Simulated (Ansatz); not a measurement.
Born–Oppenheimer molecular dynamics of BrClF3HSi (7 atoms, charge 0, multiplicity 1). It starts at the highest image of a converged band, a first-order saddle point between two minima.

All numbers below come from RKS B3LYP-D4/def2-SVP in Ansatz 0.2.0.

```json
{
  "ensemble": "NVE (velocity Verlet)",
  "time step": "0.5 fs",
  "steps asked": "198",
  "starting velocities drawn for": "300 K",
  "seed": "5587"
}
```

First frame:

```xyz
7
Properties=species:S:1:pos:R:3
Si -0.476 -0.064 -0.397
Br 1.671 -1.166 0.329
F -0.279 -0.881 -1.773
F -1.299 1.182 -1.008
F -1.451 -0.864 0.586
H 1.421 0.308 1.161
Cl 0.413 1.485 1.102
```

(1) How far do the bonds stretch over the last three quarters of this one trajectory? (Pairs bonded in most of those frames.)

## Answers

(1) 
| bond | mean (Å) | spread (Å) | shortest | longest |
| --- | --- | --- | --- | --- |
| Si1–F3 | 1.619 | 0.021 | 1.59 | 1.66 |
| Si1–F4 | 1.604 | 0.013 | 1.58 | 1.62 |
| Si1–F5 | 1.603 | 0.010 | 1.59 | 1.63 |
| Si1–Cl7 | 2.059 | 0.070 | 1.98 | 2.22 |
| Br2–H6 | 1.439 | 0.042 | 1.37 | 1.50 |

Mean temperature of the second half: 2023 K. The conserved energy stayed within 0.067 meV per atom of its start (net change -0.066 meV per atom), so the integration is sound. The kinetic energy rose, since the run started high on the potential surface and went downhill. It ends in pieces (BrH + ClF3Si), so much of that is their flight and rotation, not heat. A run of 0.099 ps of so small a system gives no equilibrium averages. The orbitals stay closed-shell, which can raise the energy where a bond breaks towards radicals; this wasn't checked here.

Run time: 10 min on 2 threads of Arm Neoverse V2 (shared host), peak memory 0.3 GiB.
